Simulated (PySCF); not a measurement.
C8H5N5. Atoms are numbered in the order given.

```xyz
18

C     -1.2515     2.4015     0.0000
C      0.1301     2.3941     0.0000
C      0.8085     1.1554     0.0000
N      2.1353     1.0570     0.0000
C      2.6438    -0.1807     0.0000
N      1.9848    -1.3202     0.0000
C      0.6354    -1.2732     0.0000
N     -0.0766    -2.3805     0.0000
C     -1.4187    -2.2915     0.0000
C     -2.1161    -1.1056     0.0000
C     -1.3980     0.1167     0.0000
N     -2.0078     1.2962     0.0000
N      0.0046     0.0031     0.0000
H     -1.7930     3.3540     0.0000
H      0.7322     3.3008     0.0000
H      3.7393    -0.2487     0.0000
H     -1.9595    -3.2444     0.0000
H     -3.2031    -1.0513     0.0000
```

Geometry: B3LYP-D3(BJ)/def2-SVP.

The numbers are results of HF/def2-SVP (PySCF), not measurements.

Symmetry labels are those of the subgroup Cs that the program uses (full group Cs).

Computed valence orbital energies around the gap with their symmetry:
```json
[
 {"orbital": "HOMO−7", "symmetry": "A'", "energy (eV)": "-13.57"},
 {"orbital": "HOMO−6", "symmetry": "A\"", "energy (eV)": "-13.17"},
 {"orbital": "HOMO−5", "symmetry": "A'", "energy (eV)": "-12.43"},
 {"orbital": "HOMO−4", "symmetry": "A'", "energy (eV)": "-12.27"},
 {"orbital": "HOMO−3", "symmetry": "A\"", "energy (eV)": "-11.92"},
 {"orbital": "HOMO−2", "symmetry": "A'", "energy (eV)": "-11.70"},
 {"orbital": "HOMO−1", "symmetry": "A\"", "energy (eV)": "-11.21"},
 {"orbital": "HOMO", "symmetry": "A\"", "energy (eV)": "-8.05"},
 {"orbital": "LUMO", "symmetry": "A\"", "energy (eV)": "0.97"},
 {"orbital": "LUMO+1", "symmetry": "A\"", "energy (eV)": "2.15"},
 {"orbital": "LUMO+2", "symmetry": "A\"", "energy (eV)": "2.38"},
 {"orbital": "LUMO+3", "symmetry": "A'", "energy (eV)": "5.12"}
]
```
